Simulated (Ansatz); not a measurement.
This geometry of CH2OSSe (6 atoms, charge 0, multiplicity 1) is a first-order saddle point.

Theory: RHF/def2-SVP (Ansatz).

```xyz
6
Properties=species:S:1:pos:R:3
Se 0.323 1.012 -1.259
C 0.357 -0.187 0.265
O -0.831 -0.553 0.790
S -0.035 -1.909 0.093
H -0.951 1.597 -0.874
H 1.136 0.040 0.985
```

(1) Which two structures does it join? (They come from a converged band through this point; their orientation in space is the band's.)

(2) How far does it lie above each of them?

## Answers

(1) No bond is made or broken. The dihedral H5–Se1–C2–O3 goes from -45 to 97°.

Initial state:

```xyz
6
Properties=species:S:1:pos:R:3
Se 0.298 1.415 -0.796
C 0.380 -0.130 0.344
O -0.712 -0.492 1.047
S -0.297 -1.708 -0.102
H -0.988 1.072 -1.378
H 1.321 -0.158 0.885
```

Final state:

```xyz
6
Properties=species:S:1:pos:R:3
Se -0.302 0.710 -1.391
C 0.187 -0.227 0.220
O -0.791 -0.723 1.010
S 0.056 -1.988 0.215
H -0.190 2.035 -0.797
H 1.040 0.193 0.742
```

(2) 0.110 eV above the first and 0.095 eV above the second. This is the barrier of this one path; another mechanism may lie lower.

Run time: 6.2 min on 1 CPU thread of a shared host.
